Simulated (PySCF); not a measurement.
HInO, neutral, multiplicity 1. Atoms are numbered in the order given.

```xyz
3

In     0.0000     0.0000     0.3273
O      0.0000     0.0000    -1.6757
H      0.0000     0.0000    -2.6328
```
Charge 0, spin multiplicity 1.

Coordinates come from a B3LYP-D3(BJ)/def2-TZVP optimisation. A frequency run showed that this geometry is not a minimum. The def2 effective core potentials stand for the cores of In; spin–orbit coupling is left out.

These are PBE/def2-TZVPD run with PySCF values and carry that method's errors.

Q: Estimate the frontier levels, gap, dipole moment and polarisability. (The exact figures need the calculation; the answer reports its results.)

A: 
```yaml
highest_occupied_level: -6.25 eV
lowest_empty_level: -1.83 eV
orbital_gap: 4.42 eV
dipole_moment: 1.14 D
quadrupole, principal values (traceless, Buckingham form, about the centre of nuclear charge): -0.50, 0.25, 0.25 D·Å
mean_static_polarisability: 49.3 bohr³ (7.30 Å³)
polarisability_principal_values: 43.8, 43.8, 60.3 bohr³
```
